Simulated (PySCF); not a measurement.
Al(Cl)2(NH2) (AlCl2H2N), SMILES [NH2][Al]([Cl])[Cl]. Atoms are numbered in the order given.

```xyz
6

Al     0.0000     0.0000     0.3336
Cl     0.0000     1.8133    -0.7143
Cl     0.0000    -1.8133    -0.7143
N      0.0000     0.0000     2.0878
H      0.0000    -0.8331     2.6678
H      0.0000     0.8331     2.6678
```

The structure is a stationary point at r2SCAN-D4/def2-SVP. Other conformers were not sampled.

Calculation: r2SCAN-D4/def2-SVP run with PySCF.

Frequencies are harmonic and unscaled.

```json
[
 {"mode": "1", "ν (cm⁻¹)": "153", "IR (km/mol)": "9.4", "moving atoms (share of kinetic energy)": "Cl 70 %, Al 19 %, N 10 %"},
 {"mode": "2", "ν (cm⁻¹)": "171", "IR (km/mol)": "2.2", "moving atoms (share of kinetic energy)": "N 39 %, Cl 27 %, H 26 %"},
 {"mode": "3", "ν (cm⁻¹)": "220", "IR (km/mol)": "32.3", "moving atoms (share of kinetic energy)": "Al 73 %, N 13 %, Cl 11 %"},
 {"mode": "4", "ν (cm⁻¹)": "369", "IR (km/mol)": "0.0", "moving atoms (share of kinetic energy)": "H 99 %"},
 {"mode": "5", "ν (cm⁻¹)": "410", "IR (km/mol)": "173.4", "moving atoms (share of kinetic energy)": "H 82 %, N 18 %"},
 {"mode": "6", "ν (cm⁻¹)": "436", "IR (km/mol)": "18.6", "moving atoms (share of kinetic energy)": "Cl 67 %, N 17 %, Al 14 %"},
 {"mode": "7", "ν (cm⁻¹)": "581", "IR (km/mol)": "27.2", "moving atoms (share of kinetic energy)": "Al 35 %, H 29 %, Cl 28 %"},
 {"mode": "8", "ν (cm⁻¹)": "694", "IR (km/mol)": "235.3", "moving atoms (share of kinetic energy)": "H 47 %, Al 33 %, N 14 %"},
 {"mode": "9", "ν (cm⁻¹)": "877", "IR (km/mol)": "114.2", "moving atoms (share of kinetic energy)": "N 46 %, Al 44 %, H 9 %"},
 {"mode": "10", "ν (cm⁻¹)": "1520", "IR (km/mol)": "52.5", "moving atoms (share of kinetic energy)": "H 89 %, N 11 %"},
 {"mode": "11", "ν (cm⁻¹)": "3590", "IR (km/mol)": "46.6", "moving atoms (share of kinetic energy)": "H 96 %"},
 {"mode": "12", "ν (cm⁻¹)": "3685", "IR (km/mol)": "45.4", "moving atoms (share of kinetic energy)": "H 91 %, N 9 %"}
]
```
